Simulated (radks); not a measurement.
Q: Ionisation ladder of lead, from Pb22+ to Pb43+. Each ion is in the ground configuration listed by NIST, and IE = E(next ion) - E(this ion). Calculated with a radial shooting solver on a logarithmic mesh with Libxc functionals: scalar-relativistic Kohn-Sham, r2SCAN, spin-polarised, spherical densities, finite nucleus; open shells are filled with parallel spins first (spin-orbit coupling, left out, can overturn this in heavy ions); meta-GGA in the generalised Kohn-Sham scheme; Fermi nuclear charge, rms radius 5.5012 fm.

| species | configuration | IE, Delta-SCF (eV) | -e(HOMO) (eV) | HOMO |
|---|---|---|---|---|
| Pb22+ | [Kr] 4d10 4f13 5s1 | 637.20 | 624.31 | 5s up |
| Pb23+ | [Kr] 4d10 4f13 | ? | 700.97 | 4f down |
| Pb24+ | [Kr] 4d10 4f12 | 773.72 | 749.28 | 4f down |
| Pb25+ | [Kr] 4d10 4f11 | ? | 798.65 | 4f down |
| Pb26+ | [Kr] 4d10 4f10 | 874.44 | 849.03 | 4f down |
| Pb27+ | [Kr] 4d10 4f9 | 926.26 | 900.40 | 4f down |
| Pb28+ | [Kr] 4d10 4f8 | 978.99 | 952.70 | 4f down |
| Pb29+ | [Kr] 4d10 4f7 | 1051.0 | 1023.6 | 4f up |
| Pb30+ | [Kr] 4d10 4f6 | 1107.0 | 1079.1 | 4f up |
| Pb31+ | [Kr] 4d10 4f5 | 1163.9 | 1135.5 | 4f up |
| Pb32+ | [Kr] 4d10 4f4 | 1221.7 | 1192.9 | 4f up |
| Pb33+ | [Kr] 4d10 4f3 | 1280.5 | 1251.3 | 4f up |
| Pb34+ | [Kr] 4d10 4f2 | 1340.1 | 1310.5 | 4f up |
| Pb35+ | [Kr] 4d10 4f1 | 1400.6 | 1370.6 | 4f up |
| Pb36+ | [Kr] 4d10 | 1718.9 | 1691.3 | 4d |
| Pb37+ | [Kr] 4d9 | 1776.6 | 1748.8 | 4d down |
| Pb38+ | [Kr] 4d8 | 1834.5 | 1806.7 | 4d down |
| Pb39+ | [Kr] 4d7 | 1892.6 | 1864.7 | 4d down |
| Pb40+ | [Kr] 4d6 | ? | 1923.0 | 4d down |
| Pb41+ | [Kr] 4d5 | 2031.3 | 2002.2 | 4d up |
| Pb42+ | [Kr] 4d4 | ? | 2062.8 | 4d up |
| Pb43+ | [Kr] 4d3 | 2153.2 | 2123.8 | 4d up |

Estimate the withheld Delta-SCF values.

A: Pb23+: 724.90 eV (NIST 690); Pb25+: 823.58 eV (NIST 810); Pb40+: 1951.0 eV (NIST 1945); Pb42+: 2092.1 eV (NIST 2101).
